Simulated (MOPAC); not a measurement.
MOPAC input (AM1):

```
AM1 1SCF GEO-OK AUX(PRECISION=9) THREADS=1
H3BS3

S     1.36780200 1   -1.15278600 1   -0.21973100 1
B    -0.00608300 1    0.01046600 1   -0.00319400 1
S    -1.24050100 1   -0.32904200 1    1.27303500 1
S     0.00742100 1    1.43148500 1   -1.12431800 1
H     1.01360300 1   -2.01747700 1    0.74584000 1
H    -2.03097500 1    0.74026900 1    1.08513000 1
H    -1.10777100 1    2.03036200 1   -0.67878000 1
```

Output:

```
 *******************************************************************************
 **                                                                           **
 **                              MOPAC v23.2.5                                **
 **                                                                           **
 *******************************************************************************
 ** MOPAC's Digital Object Identifier: https://doi.org/10.5281/zenodo.6511958 **
 **                                                                           **
 ** Please cite the open-source release paper for use of this MOPAC version:  **
 ** J. E. Moussa and J. J. P. Stewart (2026)                                  **
 ** MOPAC: An open-source semiempirical molecular orbital program             **
 ** J. Open Source Softw., 11(119), 8025, https://doi.org/10.21105/joss.08025 **
 *******************************************************************************

                              AM1 CALCULATION RESULTS

 *******************************************************************************
 *  AM1        - The AM1 Hamiltonian to be used
 *  GEO-OK     - OVERRIDE INTERATOMIC DISTANCE AND OTHER SAFETY CHECKS
 *  1SCF       - DO 1 SCF AND THEN STOP
 *  AUX        - OUTPUT AUXILIARY INFORMATION
 *******************************************************************************
AM1 1SCF GEO-OK AUX(PRECISION=9) THREADS=1
 H3BS3

   ATOM   CHEMICAL          X               Y               Z
  NUMBER   SYMBOL      (ANGSTROMS)     (ANGSTROMS)     (ANGSTROMS)

     1       S          1.36780200  *  -1.15278600  *  -0.21973100  *
     2       B         -0.00608300  *   0.01046600  *  -0.00319400  *
     3       S         -1.24050100  *  -0.32904200  *   1.27303500  *
     4       S          0.00742100  *   1.43148500  *  -1.12431800  *
     5       H          1.01360300  *  -2.01747700  *   0.74584000  *
     6       H         -2.03097500  *   0.74026900  *   1.08513000  *
     7       H         -1.10777100  *   2.03036200  *  -0.67878000  *

          CARTESIAN COORDINATES

    NO.       ATOM           X           Y           Z

     1         S          1.3678     -1.1528     -0.2197
     2         B         -0.0061      0.0105     -0.0032
     3         S         -1.2405     -0.3290      1.2730
     4         S          0.0074      1.4315     -1.1243
     5         H          1.0136     -2.0175      0.7458
     6         H         -2.0310      0.7403      1.0851
     7         H         -1.1078      2.0304     -0.6788

  H: (AM1): M.J.S. DEWAR ET AL, J. AM. CHEM. SOC. 107 3902-3909 (1985)
  B: (AM1): M.J.S. DEWAR ET AL, ORGANOMETALLICS, 7, 513-521 (1988)
  S: (AM1): M.J.S. DEWAR, Y-C YUAN, INORGANIC CHEMISTRY, 29, 3881:3890,  (1990)

           Empirical Formula: H3 S3 B  =     7 atoms

      MOLECULAR POINT GROUP   :   Cs

      RHF CALCULATION, NO. OF DOUBLY OCCUPIED LEVELS = 12

 -------------------------------------------------------------------------------
 AM1 1SCF GEO-OK AUX(PRECISION=9) THREADS=1
 H3BS3

     1SCF WAS SPECIFIED, SO BFGS WAS NOT USED
     SCF FIELD WAS ACHIEVED

                              AM1 CALCULATION
                                                       MOPAC v23.2.5 Linux

          FINAL HEAT OF FORMATION =        -36.35748 KCAL/MOL =    -152.11968 KJ/MOL

          COSMO AREA              =        130.54 SQUARE ANGSTROMS
          COSMO VOLUME            =        122.60 CUBIC ANGSTROMS

          IONIZATION POTENTIAL    =          9.494345 EV
          HOMO LUMO ENERGIES (EV) =         -9.494 -0.887
          NO. OF FILLED LEVELS    =         12
          MOLECULAR WEIGHT        =        110.0137         POINT GROUP:  Cs

          MOLECULAR DIMENSIONS (Angstroms)

            Atom       Atom       Distance
            H     7    H     5     4.78694
            H     6    S     1     3.07360
            S     4    S     3     0.00000

          SCF CALCULATIONS        =          1

   ATOM   CHEMICAL          X               Y               Z
  NUMBER   SYMBOL      (ANGSTROMS)     (ANGSTROMS)     (ANGSTROMS)

     1       S          1.36780200  *  -1.15278600  *  -0.21973100  *
     2       B         -0.00608300  *   0.01046600  *  -0.00319400  *
     3       S         -1.24050100  *  -0.32904200  *   1.27303500  *
     4       S          0.00742100  *   1.43148500  *  -1.12431800  *
     5       H          1.01360300  *  -2.01747700  *   0.74584000  *
     6       H         -2.03097500  *   0.74026900  *   1.08513000  *
     7       H         -1.10777100  *   2.03036200  *  -0.67878000  *

                             CARTESIAN COORDINATES

   1    S        1.367802000    -1.152786000    -0.219731000
   2    B       -0.006083000     0.010466000    -0.003194000
   3    S       -1.240501000    -0.329042000     1.273035000
   4    S        0.007421000     1.431485000    -1.124318000
   5    H        1.013603000    -2.017477000     0.745840000
   6    H       -2.030975000     0.740269000     1.085130000
   7    H       -1.107771000     2.030362000    -0.678780000

           Empirical Formula: H3 S3 B  =     7 atoms

      MOLECULAR POINT GROUP   :   Cs

                  EIGENVALUES
 -25.16760 -20.05928 -18.86718 -17.75173 -15.74748 -13.58865 -13.40350 -12.03753
 -11.85045 -11.25408  -9.77064  -9.49435  -0.88673   0.16064   0.24690   0.48426
   1.22812   1.66037   2.17965

              NET ATOMIC CHARGES AND DIPOLE CONTRIBUTIONS

  ATOM NO.   TYPE          CHARGE      No. of ELECS.   s-Pop       p-Pop
    1          S           0.038810        5.9612     1.87942     4.08177
    2          B          -0.193558        3.1936     1.23635     1.95720
    3          S          -0.019558        6.0196     1.88039     4.13917
    4          S           0.037354        5.9626     1.88082     4.08182
    5          H           0.055716        0.9443     0.94428
    6          H           0.049417        0.9506     0.95058
    7          H           0.031818        0.9682     0.96818
 DIPOLE           X         Y         Z       TOTAL
 POINT-CHG.    -0.002     0.009    -0.006     0.011
 HYBRID        -1.927     0.703     1.029     2.295
 SUM           -1.929     0.712     1.023     2.297

          ATOMIC ORBITAL ELECTRON POPULATIONS

     Atom    s        px        py        pz
    1  S   1.87942   1.35526   1.28358   1.44292
    2  B   1.23635   0.66492   0.68397   0.60832
    3  S   1.88039   1.31698   1.34010   1.48208
    4  S   1.88082   1.32028   1.29123   1.47031
    5  H   0.94428
    6  H   0.95058
    7  H   0.96818

 **********************
 *                    *
 * JOB ENDED NORMALLY *
 *                    *
 **********************

 == MOPAC DONE ==
```

The geometry given is a B3LYP-D3(BJ)/def2-TZVP minimum.
